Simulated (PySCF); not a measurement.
**Relaxation of singlet ScI3**

Level of theory: PBE0 in PySCF with Sc def2-SVP, I def2-SVP with ECP28; scalar-relativistic core potentials, no spin–orbit coupling; density-fitted integrals. A (50,194) grid was used.

A hand-made trigonal pyramidal start, of C3v symmetry, held to at least that symmetry:

Coordinates in bohr (charge 0 multiplicity 1):
```
Sc    0.0000    0.0000   -2.2296
I     4.6886    0.0000    0.2633
I    -2.3443    4.0604    0.2633
I    -2.3443   -4.0604    0.2633
```

Optimiser trace:
```csv
step,E − E(last) (kJ/mol),largest gradient (Eh/bohr)
0,87.70,0.05547
1,43.53,0.03373
2,16.94,0.00905
3,11.27,0.00435
4,5.82,0.00281
5,3.84,0.00419
6,2.98,0.00739
7,1.63,0.00386
8,0.17,0.00100
9,0.01,0.00039
10,0.00,0.00002
```

It ends at D3h with Sc–I 2.633 Å (×3); I–Sc–I 120.0° (×3) (after a last refinement on a finer grid). A frequency run shows a minimum. Other isomers or separated fragments may lie lower.

The relaxation took of the order of 4 core-minutes on a shared host.
